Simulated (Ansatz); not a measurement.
Mulliken charges of CH$_{5}$NOSiSn (`N=[C]1O[SiH2][SnH2]1`) from PBE/def2-TZVPP in Ansatz (PBE0-D4/def2-TZVP geometry).

```tsv
atom	x (Å)	y (Å)	z (Å)	charge (e)
N1	-2.198	0.727	-0.564	-0.166
C2	-1.063	0.266	-0.310	-0.058
O3	-0.743	-1.003	-0.725	-0.212
Si4	0.820	-1.468	-0.301	0.209
Sn5	0.830	0.867	0.698	0.337
H6	-2.305	1.669	-0.204	0.168
H7	1.613	-1.770	-1.518	-0.046
H8	0.779	-2.662	0.578	-0.046
H9	0.699	1.151	2.373	-0.092
H10	1.652	2.172	-0.025	-0.092
```

Problem. By hand: the dipole of these point charges (1 e Å = 4.8032 D).

Solution. Σ q r = (0.322, 0.240, 0.231) e Å, of length 0.463 e Å = 2.22 D.

Problem. How does the dipole of the full density compare? (Estimate.)

Solution. Computed: (0.553, 0.185, 0.299) e Å, 3.15 D; the point charges give 0.70 times that, at 16° from its direction.

Point charges leave out the atoms' own dipoles, such as those of lone pairs, and Mulliken's split depends on the basis, so the two needn't agree.
